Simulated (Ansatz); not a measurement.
# Ligand exchange: Sc(CH3)2(NH2) + CH5NO → Sc(CH3)(NH2)2 + C2H6O

Species: Sc(CH3)2(NH2), singlet; CH5NO `CON`, singlet; Sc(CH3)(NH2)2, singlet; C2H6O `COC`, singlet. The partners trade CH3 for NH2: Sc–CH3 and O–NH2 bonds give way to Sc–NH2 and O–CH3.

Shapes, held fixed at every level: PBE0-D4/def2-TZVP. Flexible molecules stand in one conformer, not always the lowest. Programs: Ansatz 0.2.0. Electronic energies: no zero-point or thermal term.

```json
{"level": "HF/def2-TZVPP", "kind": "Hartree–Fock", "ΔE (kJ/mol)": "-269.4", "less CCSD(T)/def2-TZVPP": "-9.0", "CPU time (sum over the molecules)": "–"}
{"level": "BHLYP-D4/def2-TZVPP", "kind": "global hybrid", "ΔE (kJ/mol)": "-264.7", "less CCSD(T)/def2-TZVPP": "-4.3", "CPU time (sum over the molecules)": "37 s"}
{"level": "r2SCAN0-D4/def2-TZVPP", "kind": "global hybrid", "ΔE (kJ/mol)": "-259.4", "less CCSD(T)/def2-TZVPP": "+1.0", "CPU time (sum over the molecules)": "61 s"}
{"level": "wB97X-V/def2-TZVPP", "kind": "range-separated hybrid", "ΔE (kJ/mol)": "-252.8", "less CCSD(T)/def2-TZVPP": "+7.6", "CPU time (sum over the molecules)": "97 s"}
{"level": "B2PLYP/def2-TZVPP", "kind": "double hybrid", "ΔE (kJ/mol)": "-263.0", "less CCSD(T)/def2-TZVPP": "-2.6", "CPU time (sum over the molecules)": "73 s"}
{"level": "CCSD(T)/def2-SVP", "kind": "coupled cluster or CI", "ΔE (kJ/mol)": "-255.4", "less CCSD(T)/def2-TZVPP": "+5.0", "CPU time (sum over the molecules)": "65 s"}
{"level": "CCSD/def2-SVP", "kind": "coupled cluster or CI", "ΔE (kJ/mol)": "-256.6", "less CCSD(T)/def2-TZVPP": "+3.8", "CPU time (sum over the molecules)": "–"}
{"level": "CCSD(T)/def2-TZVPP", "kind": "coupled cluster or CI", "ΔE (kJ/mol)": "-260.4", "less CCSD(T)/def2-TZVPP": "0.0", "CPU time (sum over the molecules)": "28 min"}
```

The highest level, CCSD(T)/def2-TZVPP, gives ΔE = -260.4 kJ/mol; the levels span -269.4 to -252.8. The column of differences is taken from that level and isn't an error. No measured value is set beside it here. Correlated rows may include outer-core shells of Sc, which these sets cover unevenly. Times are processor times on shared x86 and Arm servers, and rough.
